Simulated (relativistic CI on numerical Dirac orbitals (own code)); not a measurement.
# Forbidden transitions in Pd¹⁷⁺

Computed by Dirac-Coulomb-Breit CI, orbitals from a KLI potential per configuration, model QED (radiative potential, 1s self-energy scaled to tabulated hydrogen-like ionisation energies), unscaled Slater integrals (own radial code, finite nucleus).

CI space (outside the closed core [Ar]): 3d¹⁰4s, 3d¹⁰4p, 3d¹⁰4d, 3d¹⁰4f, 3d¹⁰5s, 3d¹⁰5p, 3d¹⁰5d, 3d¹⁰5f, 3d¹⁰5g, 3d¹⁰6s, 3d¹⁰6p, 3d⁹4s², 3d¹⁰6d, 3d¹⁰6f, 3d¹⁰7s, 3d⁹4s4p, 3d¹⁰8s, 3d⁹4s4d, 3d⁹4s4f, 3d⁹4s5s, 3d⁹4s5p, 3d⁹4s5d, 3d⁹4s5f. Double excitations out of closed p, d and f shells are left out; levels of such configurations are missing from the list, as are those of other unlisted configurations, and high levels can miss mixing partners.

| λ vac (Å) | Lower | Upper | Type | A (s⁻¹) | log gf |
| --- | --- | --- | --- | --- | --- |
| 39.047 | 3d¹⁰4s ²S1/2 [1] | 3d⁹4s² ²D3/2 [23] | E2 | 3.38e+07 | -4.51 |
| 39.661 | 3d¹⁰4p ²P°1/2 [2] | 3d⁹4s4p ²F°5/2 [34] | E2 | 2.44e+07 | -4.46 |
| 39.679 | 3d¹⁰4p ²P°3/2 [3] | 3d⁹4s4p ⁴D°5/2 [43] | E2 | 1.91e+07 | -4.57 |
| 39.744 | 3d¹⁰4s ²S1/2 [1] | 3d⁹4s² ²D5/2 [20] | E2 | 3.48e+07 | -4.31 |
| 39.804 | 3d¹⁰4p ²P°3/2 [3] | 3d⁹4s4p ²F°7/2 [41] | E2 | 2.66e+07 | -4.30 |
| 40.373 | 3d¹⁰4p ²P°3/2 [3] | 3d⁹4s4p ²D°5/2 [37] | E2 | 1.70e+07 | -4.60 |
| 40.403 | 3d¹⁰4p ²P°3/2 [3] | 3d⁹4s4p ⁴D°7/2 [36] | E2 | 1.14e+07 | -4.65 |
| 40.427 | 3d¹⁰4p ²P°1/2 [2] | 3d⁹4s4p ²F°5/2 [28] | E2 | 2.28e+07 | -4.47 |
| 40.675 | 3d¹⁰4p ²P°1/2 [2] | 3d⁹4s4p ⁴P°5/2 [27] | E2 | 1.99e+06 | -5.53 |
| 2720.7 | 3d⁹4s4p ⁴F°7/2 [29] | 3d⁹4s4p ⁴F°9/2 [32] | M1 | 8.00e+02 | -5.05 |

Terms are leading LS components. Brackets give the number of a level in order of energy, since labels repeat. The list gives strong lines, with weight on those to low levels, among the lowest 84 of 227 levels, so that lines to higher ones, which can be the strongest, are missing. Levels whose partners in the same complex of configurations lie outside the list can be far off, and so can their lines. Rates are taken at the computed energies, electric ones in the length gauge.

At this charge energies of transitions that change n are usually good to better than 1 %, and those within a shell (Δn = 0) to a few per cent.

LS names give the leading component of a level, which can be under half, so a name can repeat, a term be missing and a line seem to break the LS rules.
